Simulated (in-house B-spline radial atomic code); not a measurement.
Binding energies in Cd³⁷⁺

NIST's tabulated ground configuration is [Ne] 3s1; each binding energy is the energy of the ion with one electron taken from that subshell, relaxed, less that of the parent. Method: Dirac-Hartree-Fock, average of configuration, Fermi nucleus of rms radius 4.6087 fm. Calculated with a B-spline radial code for spherical atoms. Energies include first-order Breit, QED and recoil terms.

```tsv
subshell	X-ray name	binding energy (eV)	-ε (eV)	relaxation (eV)
2p1/2	L2	5928.6	5941.5	4.1
2p3/2	L3	5730.7	5740.4	3.7
3s	M1	2497.8	2500.1	0.1
```

Relaxation = -ε minus the binding energy without Breit, QED and recoil terms.

Emission lines follow as differences of binding energies, with λ = 12398.42 eV·Å / E:

```json
{"line": "L3-M1", "holes": "2p3/2 → 3s", "energy (eV)": "3232.9", "wavelength (Å)": "3.8351"}
```

Task: What does it cost to remove both a 2p3/2 and a 2p1/2 electron?

Result: 11865 eV, which is 206.2 eV more than the two single binding energies together.
